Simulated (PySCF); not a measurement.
PySCF job for TeF4, SMILES F[Te](F)(F)F, IEF-PCM-PBE0/def2-SVP. Coordinates come from a PBE0-D3(BJ)/def2-SVP optimisation. A frequency run showed that this geometry is not a minimum. The isomer is the one that the SMILES or the coordinates give; other isomers of the formula were not compared. The def2 effective core potentials stand for the cores of Te; spin–orbit coupling is left out.

```python
import numpy as np
from pyscf import gto, scf, dft
from pyscf.solvent import pcm

mol = gto.M(
    atom='''
    Te   -0.00000000   -0.00000000    0.30408893
    F     1.24935153    1.24935153   -0.43923957
    F     1.24935153   -1.24935152   -0.43923957
    F    -1.24935152   -1.24935153   -0.43923957
    F    -1.24935153    1.24935153   -0.43923957
    ''',
    basis='def2-SVP',
    ecp={'Te': 'def2-svp'},
    charge=0,
    spin=0,
    max_memory=1600,
    verbose=3,
)
mf = dft.RKS(mol, xc='pbe0').density_fit(auxbasis='def2-universal-jkfit')
mf.grids.level = 3
mf.conv_tol = 1e-9
mf.max_cycle = 100
mf.kernel()
res = {}
for name, eps in {'water': 78.355, 'tetrahydrofuran': 7.4257, 'methanol': 32.613}.items():
    s = mf.PCM()
    s.with_solvent.method, s.with_solvent.eps, s.with_solvent.lebedev_order = 'IEF-PCM', eps, 29
    s.kernel(mf.make_rdm1())
    res[name] = (s.e_tot, eps, s.dip_moment(), s.mo_energy, s.converged)
    print(f'{name}: electrostatic solvation free energy {(s.e_tot - mf.e_tot) * 627.509474:.3f} kcal/mol')
```

Output:

```
converged SCF energy = -666.69180383729

WARN: PCM is an experimental feature. It is still in testing.
Features and APIs may be changed in the future.

converged SCF energy = -666.706077397055
Dipole moment(X, Y, Z, Debye):  0.00000, -0.00000,  4.24573
water: electrostatic solvation free energy -8.957 kcal/mol

WARN: PCM is an experimental feature. It is still in testing.
Features and APIs may be changed in the future.

converged SCF energy = -666.703309760742
Dipole moment(X, Y, Z, Debye):  0.00000, -0.00000,  4.10232
tetrahydrofuran: electrostatic solvation free energy -7.220 kcal/mol

WARN: PCM is an experimental feature. It is still in testing.
Features and APIs may be changed in the future.

converged SCF energy = -666.705640527523
Dipole moment(X, Y, Z, Debye):  0.00000, -0.00000,  4.22301
methanol: electrostatic solvation free energy -8.683 kcal/mol
```

The calculation finished and met its thresholds.

Cost: about 40 core-seconds (a rough figure).
